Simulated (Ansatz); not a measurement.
C2H4BrFSi can be A, `F[Si]1(Br)CC1`, or B, `C=C[SiH](F)Br`.

Isolated molecules relaxed with PBE0-D4/def2-TZVP in Ansatz; ΔE leaves out vibrations. CBS: MP2 limit from def2 TZ/QZ plus the TZ coupled-cluster correction, frozen cores. Functionals use def2-TZVPP. B3LYP here is the variant with VWN-RPA as its local correlation; programs differ in this. For Br outer-core shells are correlated without core-valence functions, which leaves a few kJ/mol of doubt a bond. Scalar relativity is left out up to krypton. Each species was taken in one conformer, which may not be the lowest.

A:

Z-matrix (Å, degrees):
```
Si
Br 1 2.189
C 1 1.807 2 122.4
F 1 1.587 2 108.8 3 -148.4
C 1 1.807 2 122.4 3 63.2
H 3 1.086 1 120.3 2 -147.1
H 3 1.085 1 121.1 2 3.1
H 5 1.085 1 121.0 2 -3.1
H 5 1.086 1 120.3 2 147.1
```

B:

```xyz
9

C     0.948   -1.252    0.107
C    -0.067   -0.516    0.552
Si   -0.631    0.956   -0.393
F    -2.159    0.805   -0.818
Br   -0.496    2.776    0.853
H     1.315   -2.120    0.648
H     1.462   -1.018   -0.822
H    -0.549   -0.782    1.489
H     0.177    1.151   -1.615
```

Task: Which isomer does CCSD(T)/CBS put lower? Give the gap. (An estimate is asked.)

Result: Ansatz gave: B, by 14.6 kcal/mol.

Task: Give E(B) − E(A) in kcal/mol with PBE0-D4, B3LYP, B3LYP-D4, MP2/def2-TZVPP, r2SCAN-D4, HF/def2-TZVPP, B2PLYP. (Estimate.)

Result: Ansatz gave: PBE0-D4 -9.9, B3LYP -15.6, B3LYP-D4 -15.5, MP2/def2-TZVPP -12.3, r2SCAN-D4 -10.9, HF/def2-TZVPP -21.3, B2PLYP -15.0. None reverses the order clearly.

Largest T1 diagnostic: 0.010.

In def2-TZVPP, CCSD(T) changes the Hartree–Fock value by +6.9 kcal/mol (the triples alone add +0.3 kcal/mol) and MP2 by +9.0 kcal/mol.
